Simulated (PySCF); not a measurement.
**`C[C@@H]1[C@@H](C#C)[S@@](=O)C1`, C6H8OS**

Cartesian coordinates in Å; atom numbers follow the order of the lines, from 1:
```xyz
16

C     2.8827   -0.7968   -0.5822
C     1.7438   -0.4563   -0.7339
C     0.3624   -0.1198   -0.8557
C    -0.2202    0.6568    0.3378
C    -1.4040    1.5157   -0.0796
C    -0.6574   -0.5730    1.1299
S    -0.7380   -1.6101   -0.4155
O     0.0494   -2.8216   -0.2442
H     3.8883   -1.0748   -0.4773
H     0.1319    0.2858   -1.8409
H     0.5225    1.2733    0.8533
H    -1.8690    1.9667    0.7945
H    -1.0804    2.3144   -0.7441
H    -2.1499    0.9140   -0.5952
H     0.1252   -0.9731    1.7688
H    -1.5950   -0.4921    1.6727
```

Level of theory: TDDFT PBE0/def2-SVPD circular dichroism and optical rotation, one conformer, gas phase (PySCF). Geometry: GFN2-xTB.

States above about 6.7 eV lie in this functional's continuum (it starts at minus the energy of the highest occupied orbital, well below the true ionisation energy for most functionals) and depend on the basis.

(1) What are the CIP labels of the stereocentres?

(2) Which excitations and rotatory strengths does the calculation give?

## Answers

(1) C3 S, C4 S, S7 S.

(2) Rotatory strengths R in 10⁻⁴⁰ esu² cm², velocity form and length form (origin at the centre of mass); f in length form.
| state | E (eV) | λ (nm) | f | R (velocity) | R (length) | main |
| --- | --- | --- | --- | --- | --- | --- |
| 1 | 4.91 | 252 | 0.040 | +28.7 | +30.4 | HOMO→LUMO 0.92 |
| 2 | 5.47 | 226 | 0.007 | -12.8 | -14.3 | HOMO→LUMO+1 0.90 |
| 3 | 5.90 | 210 | 0.025 | +19.9 | +20.2 | HOMO−1→LUMO 0.44, HOMO−2→LUMO 0.39 |
| 4 | 6.03 | 205 | 0.022 | -19.1 | -19.3 | HOMO→LUMO+2 0.38, HOMO−2→LUMO 0.26 |
| 5 | 6.21 | 200 | 0.012 | +37.3 | +37.5 | HOMO→LUMO+2 0.51, HOMO−2→LUMO 0.16 |
| 6 | 6.26 | 198 | 0.056 | -41.2 | -42.3 | HOMO→LUMO+3 0.49, HOMO−1→LUMO+1 0.10 |
| 7 | 6.51 | 190 | 0.014 | +28.6 | +32.5 | HOMO−1→LUMO+1 0.55, HOMO→LUMO+4 0.12 |
| 8 | 6.62 | 187 | 0.011 | +7.6 | +7.3 | HOMO→LUMO+4 0.51, HOMO−1→LUMO+1 0.12 |
| 9 | 6.82 | 182 | 0.022 | -17.3 | -16.4 | HOMO−1→LUMO+3 0.30, HOMO−1→LUMO+2 0.22 |
| 10 | 6.84 | 181 | 0.019 | -22.6 | -23.1 | HOMO−3→LUMO 0.45, HOMO→LUMO+5 0.13 |
| 11 | 7.02 | 177 | 0.019 | -8.6 | -8.9 | HOMO→LUMO+5 0.71, HOMO−3→LUMO 0.10 |
| 12 | 7.15 | 173 | 0.005 | +9.6 | +9.5 | HOMO−1→LUMO+2 0.33, HOMO−2→LUMO+1 0.32 |

Among the states computed, the strongest CD band (largest |R|) is state 6. The largest dissymmetry factor in size, g = 4R/(D+G), with D and G the electric and magnetic dipole strengths, is +0.028 for state 5 (velocity form, f = 0.012), among bands with |R| over 0.5. The mirror image has the same energies and oscillator strengths and all R with the opposite sign.
